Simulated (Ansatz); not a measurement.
## One molecule, several partners

F₂ beside different partners, each pair relaxed from a docking trial to one local arrangement, named by its closest contact against the van der Waals radii; a more strongly bound one may exist. Pairs that react, share a proton or have a doubtful reference are left out. Counterpoise interaction energies from the frozen fragments; negative means bound. Gas-phase electronic energies, without zero-point energy, by CCSD(T) at an estimated basis limit (MP2 extrapolated from triple and quadruple zeta, plus CCSD(T) − MP2 in triple zeta); Ansatz 0.2.0, def2-TZVPPD and QZVPPD, frozen cores, core potentials past krypton, on PBE0-D4/def2-TZVP structures. Extrapolation: Hartree–Fock as exp(−7.88 √X), correlation as X^−2.97.

```json
{"partner": "ZrCl₄ (SMILES Cl[Zr](Cl)(Cl)Cl)", "closest contact, atom of F₂ first (Å)": "F···Cl 3.62", "Hartree–Fock limit (kcal/mol)": "0.62", "interaction energy (kcal/mol)": "-0.71"}
{"partner": "H₃O⁺", "closest contact, atom of F₂ first (Å)": "F···H 1.64", "Hartree–Fock limit (kcal/mol)": "-3.45", "interaction energy (kcal/mol)": "?"}
{"partner": "H₂", "closest contact, atom of F₂ first (Å)": "F···H 2.86", "Hartree–Fock limit (kcal/mol)": "0.14", "interaction energy (kcal/mol)": "-0.15"}
{"partner": "HF", "closest contact, atom of F₂ first (Å)": "F···H 2.10", "Hartree–Fock limit (kcal/mol)": "-0.08", "interaction energy (kcal/mol)": "-0.90"}
{"partner": "H₂O", "closest contact, atom of F₂ first (Å)": "F···O 2.57", "Hartree–Fock limit (kcal/mol)": "0.75", "interaction energy (kcal/mol)": "-0.83"}
{"partner": "HBr", "closest contact, atom of F₂ first (Å)": "F···H 2.45", "Hartree–Fock limit (kcal/mol)": "0.30", "interaction energy (kcal/mol)": "-0.54"}
```

Problem. What is the interaction energy with H₃O⁺? (Judge from chemistry; the value comes from the calculation.)

Solution. Computed: -5.82 kcal/mol. It counts from the two fragments frozen as in the pair.

T1 diagnostic: at most 0.016. The restricted Hartree–Fock reference is unstable towards an unrestricted one at one or more of these structures. The filled d shells of Br and the outer cores of Zr are correlated in sets not built for that, so values that involve them are less sure.

For scale, one of the runs: CCSD(T)/def2-TZVPPD, 340 basis functions (an equivalent command: `ansatz run in.yaml --threads 2 --backend cuda`). Time: 39 s of wall clock on 2 CPU threads and a share of one NVIDIA H100; the host was shared. Peak host memory: 1.5 GiB.
